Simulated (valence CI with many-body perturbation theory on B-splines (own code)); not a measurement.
## Valence orbitals of Dy24+

Calculated by configuration interaction combined with many-body perturbation theory (CI+MBPT): six valence electrons over a frozen Dirac-Fock core [Kr], radial functions for each j: 7 s, 7 p, 8 d, 6 f, 4 g, 1 h, with the one-electron correlation potential Σ1 (screened to all orders), the two-electron term Σ2, the three-electron term Σ3, Breit, model QED; selected single and double excitations, second order for the rest, scaled by the run's own slope (own B-spline code, finite nucleus).

No measured spectrum was set against this ion. As an estimate, terms of the open shell hold to 2 to 4 % of their energy, and close levels can change places. Core correlation moves these levels by up to 8400 cm⁻¹, and in measured spectra 5 to 20 % of such shifts remained as error; rates that hang on mixing are uncertain with them. Among the levels kept, up to 810 cm⁻¹ of a level comes from second order outside the variational space, and about a tenth of that is noise between levels of different J, which matters for small intervals. Only levels of the ground parity were solved; by the run's estimate the other parity begins above the list, which can be wrong where configurations are misplaced.

These are the spectroscopic orbitals of the CI (the correlating ones are not listed), shaped by the core and the other valence electrons. h is the expectation value of the core's Dirac-Fock operator, without the valence repulsion; Σ1 is computed up to l = 3 at one energy for each symmetry, that of its lowest orbital but kept below the first core excitation, so for empty shells it is not the orbital's own correlation shift; Breit and QED include the response of the core.

| Orbital | h (hartree) | Σ1 (cm⁻¹) | Breit (cm⁻¹) | QED (cm⁻¹) | ⟨r⟩ (bohr) |
| --- | --- | --- | --- | --- | --- |
| 5s1/2 | -26.638 | -10005 | 2100 | 1648 | 0.9230 |
| 6s1/2 | -17.054 | -3841 | 1099 | 866 | 1.447 |
| 7s1/2 | -11.875 | -1961 | 630 | 503 | 2.095 |
| 5p1/2 | -25.262 | -9536 | 3190 | -30.7 | 0.9470 |
| 6p1/2 | -16.326 | -3847 | 1718 | -14.9 | 1.486 |
| 7p1/2 | -11.443 | -2011 | 1006 | -8.3 | 2.150 |
| 5p3/2 | -24.531 | -8594 | 1881 | 128 | 0.9783 |
| 6p3/2 | -15.948 | -3569 | 1029 | 70.7 | 1.523 |
| 7p3/2 | -11.222 | -1888 | 653 | 42.2 | 2.194 |
| 4d3/2 | -38.789 | -20793 | 3669 | -474 | 0.5278 |
| 5d3/2 | -22.322 | -8478 | 1449 | -147 | 1.007 |
| 6d3/2 | -14.768 | -3867 | 762 | -74.9 | 1.591 |
| 4d5/2 | -38.412 | -20196 | 1971 | -276 | 0.5344 |
| 5d5/2 | -22.166 | -8383 | 835 | -74.4 | 1.015 |
| 6d5/2 | -14.685 | -3827 | 445 | -37.5 | 1.601 |
| 4f5/2 | -32.557 | -40910 | 375 | -348 | 0.5217 |
| 5f5/2 | -19.753 | -8421 | 263 | -111 | 1.051 |
| 4f7/2 | -32.475 | -37598 | -507 | -288 | 0.5242 |
| 5f7/2 | -19.717 | -8252 | -73.8 | -88.1 | 1.054 |
| 5g7/2 | -18.047 |  | -84.0 | -33.2 | 1.032 |
| 5g9/2 | -18.039 |  | -136 | -26.1 | 1.033 |

Among the shells of the start configuration 4d6, Σ1 is largest in size for 4d3/2, where it is 0.24 % of h.

Lowest root of each symmetry, sizes in configuration state functions:

```csv
J,Parity,Roots,Reference,Variational,Second order,Change by selected CI (cm⁻¹),Change by second order (cm⁻¹)
0,even,5,9,32051,596942,-42552,-53
1,even,4,15,33290,2287963,-38618,-168
2,even,8,25,33965,3071868,-40374,-573
3,even,6,23,32140,4498421,-36954,-534
4,even,7,19,32978,4186939,-37656,-662
5,even,2,10,30447,3530787,-39018,-513
6,even,2,6,30816,3083571,-37867,-325
```
